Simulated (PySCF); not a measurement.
# Where the electron goes

Compound: C5H7N2 (charge +1).
SMILES with atom numbers: `[CH3:1][n+:2]1[cH:3][cH:4][n:5][cH:6][cH:7]1` (hydrogens: H8, H9, H10 on C1; H11 on C3; H12 on C4; H13 on C6; H14 on C7)

Structure used (GFN2-xTB), in Å, numbered top down from 1:
```xyz
14
C5H7N2 angstrom
C      1.928   -0.039    0.067
N      0.486    0.001    0.024
C     -0.171    1.164    0.045
C     -1.562    1.160   -0.014
N     -2.252    0.041   -0.088
C     -1.591   -1.101   -0.105
C     -0.203   -1.144   -0.050
H      2.264   -0.731    0.840
H      2.318   -0.386   -0.892
H      2.335    0.949    0.273
H      0.399    2.079    0.107
H     -2.124    2.084    0.000
H     -2.178   -2.006   -0.165
H      0.349   -2.072   -0.064
```

Method used: TDDFT CAM-B3LYP/def2-SVPD, vertical, gas phase, core orbitals frozen in the response in PySCF 2.14.0, density-fitted response routines.

Kohn–Sham orbitals with the atoms that hold most of them (Löwdin shares over 4%, at most four atoms; ? is withheld):

| orbital | ε (eV) | atoms |
| --- | --- | --- |
| HOMO-3 | -18.04 | C6 15%, C4 15%, C1 13%, H13 9% |
| HOMO-2 | -16.39 | N5 25%, N2 22%, C1 13%, C6 9% |
| HOMO-1 | -14.82 | C7 23%, C3 22%, C4 18%, C6 18% |
| HOMO | ? | ? |
| LUMO | -6.44 | ? |
| LUMO+1 | -5.17 | C6 21%, C4 20%, C3 17%, C7 16% |
| LUMO+2 | -3.00 | C1 22%, C3 15%, C7 14%, H11 7% |

Question: Which atoms hold the HOMO, and with what shares?

Answer: N5 (bonded to 2 C) 63%; C4 (bonded to C, N and H) 10%; C6 (bonded to C, N and H) 10%; C3 (bonded to C, N and H) 4%. By element: nitrogen 63% or more, carbon 25% or more.

Question: Give the leading atoms of the LUMO.

Answer: N2 (bonded to 3 C) 22%; N5 (bonded to 2 C) 22%; C7 (bonded to C, N and H) 14%; C3 (bonded to C, N and H) 14%. By element: nitrogen 44%, carbon 29% or more.

Question: What is the HOMO energy, and the HOMO–LUMO gap?

Answer: ε(HOMO) = -14.39 eV; the gap is 7.95 eV (0.2921 hartree).

Question: The HOMO–LUMO gap is 7.95 eV. Where does the response calculation put the lowest singlet, and from which orbitals?

Answer: S1 is at 3.88 eV (f = 0.0026), 4.07 eV below the gap, made of HOMO→LUMO (98%). 

Question: One configuration dominates each of S1, S2, S3 and S7. Which, and how do the shares of the two leading atoms of either orbital change from the occupied to the empty one?

Answer: 
- S1 (3.88 eV, f 0.0026), HOMO→LUMO (98%): N5 63% → 22%, C4 10% → at most 15%, N2 at most 5% → 22%
- S2 (5.05 eV, f 0.0000), HOMO→LUMO+1 (99%): N5 63% → at most 16%, C4 10% → 20%, C6 10% → 21%
- S3 (5.27 eV, f 0.132), HOMO-1→LUMO (92%): C7 23% → 14%, C3 22% → 14%, N2 at most 19% → 22%, N5 at most 19% → 22%
- S7 (8.10 eV, f 0.238), HOMO-2→LUMO+1 (90%): N5 25% → at most 16%, N2 22% → at most 16%, C6 9% → 21%, C4 at most 10% → 20%

Löwdin shares depend on the basis, the more so with diffuse functions.
